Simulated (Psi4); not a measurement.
C4H7 (SMILES [CH2]C(=C)C), doublet, at a GFN2-xTB geometry; WB97X/cc-pVDZ run with Psi4 1.11.

Input for Psi4:
```
memory 2 GB

molecule {
0 2
C    -0.19495187    0.15685852    1.40366555
C    -0.00119422    0.08240982    0.04378401
H    -0.29377985    1.10630927    1.89854694
H    -0.25392347   -0.72596582    2.01373916
C     0.07590634    1.21165371   -0.74090455
H     0.22795896    1.14765059   -1.80292646
H    -0.01487156    2.19324052   -0.31204544
C     0.11066686   -1.26726994   -0.61376699
H     0.38726064   -2.03093733    0.10821526
H    -0.84735425   -1.54391310   -1.05326649
H     0.85214687   -1.24829667   -1.40893108
}

set {
  basis cc-pvdz
  reference uks
}

energy('wb97x')
print_variables()
```

Output, abridged:

```
   => Loading Basis Set <=

    Name: CC-PVDZ
    Role: ORBITAL
    Keyword: BASIS

         ---------------------------------------------------------
                                   SCF
               by Justin Turney, Rob Parrish, Andy Simmonett
                          and Daniel G. A. Smith
                              UKS Reference
         ---------------------------------------------------------

  ==> Geometry <==

    Molecular point group: c1
    Full point group: C1

    Geometry (in Angstrom), charge = 0, multiplicity = 2:

       Center              X                  Y                   Z               Mass
    ------------   -----------------  -----------------  -----------------  -----------------
         C           -0.193916757410     0.137000292001     1.393633501339    12.000000000000
         C           -0.000159107410     0.062551592001     0.033751961339    12.000000000000
         H           -0.292744737410     1.086451042001     1.888514891339     1.007825032230
         H           -0.252888357410    -0.745824047999     2.003707111339     1.007825032230
         C            0.076941452590     1.191795482001    -0.750936598661    12.000000000000
         H            0.228994072590     1.127792362001    -1.812958508661     1.007825032230
         H           -0.013836447410     2.173382292001    -0.322077488661     1.007825032230
         C            0.111701972590    -1.287128167999    -0.623799038661    12.000000000000
         H            0.388295752590    -2.050795557999     0.098183211339     1.007825032230
         H           -0.846319137410    -1.563771327999    -1.063298538661     1.007825032230
         H            0.853181982590    -1.268154897999    -1.418963128661     1.007825032230

  Running in c1 symmetry.

  Rotational constants: A =      0.33601  B =      0.30006  C =      0.16330 [cm^-1]
  Rotational constants: A =  10073.30872  B =   8995.50422  C =   4895.74993 [MHz]
  Nuclear repulsion =  113.354955074943859

  Charge       = 0
  Multiplicity = 2
  Electrons    = 31
  Nalpha       = 16
  Nbeta        = 15

  ==> Algorithm <==

  SCF Algorithm Type is DF.
  DIIS enabled.
  MOM disabled.
  Fractional occupation disabled.
  Guess Type is SAD.
  Energy threshold   = 1.00e-06
  Density threshold  = 1.00e-06
  Integral threshold = 1.00e-12

  ==> Primary Basis <==

  Basis Set: CC-PVDZ
    Blend: CC-PVDZ
    Number of shells: 45
    Number of basis functions: 91
    Number of Cartesian functions: 95
[...]
      Ntotal   =   31.0000028732 ; deviation = 2.873e-06

   @Spin Contamination Metric:   4.747460771E-02
   @S^2 Expected:                7.500000000E-01
   @S^2 Observed:                7.974746077E-01
   @S   Expected:                5.000000000E-01
   @S   Observed:                5.000000000E-01

    Orbital Energies [Eh]
    ---------------------

    Alpha Occupied:

[...]
      16A     -0.289452

    Alpha Virtual:

[...]
    Beta Occupied:

[...]
    Beta Virtual:

[...]
      91A      3.158959

    Final Occupation by Irrep:
              A
    DOCC [    15 ]
    SOCC [     1 ]
    NA   [    16 ]
    NB   [    15 ]

  @DF-UKS Final Energy:  -156.53308374945283

   => Energetics <=

    Nuclear Repulsion Energy =            113.3549550749438595
    One-Electron Energy =                -433.1421227942918222
    Two-Electron Energy =                 179.8011251885198476
    DFT Exchange-Correlation Energy =     -16.5470412186246989
    Empirical Dispersion Energy =           0.0000000000000000
    VV10 Nonlocal Energy =                  0.0000000000000000
    Total Energy =                       -156.5330837494528282

  UHF NO Occupations:
  HONO-2 :   14  A 1.9994278
  HONO-1 :   15  A 1.9777096
  HONO-0 :   16  A 1.0000000
  LUNO+0 :   17  A 0.0222904
  LUNO+1 :   18  A 0.0005722
  LUNO+2 :   19  A 0.0005003
  LUNO+3 :   20  A 0.0001716

Computation Completed

Properties will be evaluated at   0.000000,   0.000000,   0.000000 [a0]

Properties computed using the SCF density matrix

 Multipole Moments:

 ------------------------------------------------------------------------------------
     Multipole            Electronic (a.u.)      Nuclear  (a.u.)        Total (a.u.)
 ------------------------------------------------------------------------------------

 L = 1.  Multiply by 2.5417464519 to convert [e a0] to [Debye]
 Dipole X            :         -0.0698032            0.0606385           -0.0091648
 Dipole Y            :          1.0580558           -1.1633248           -0.1052689
 Dipole Z            :          0.5238838           -0.5876925           -0.0638088
 Magnitude           :                                                    0.1234387

 ------------------------------------------------------------------------------------

  Variable Map:
  ----------------------------------------------------------------------------
[...]
  Array Variable Map:
  ----------------------------------------------------------------------------
[...]
[...]
```
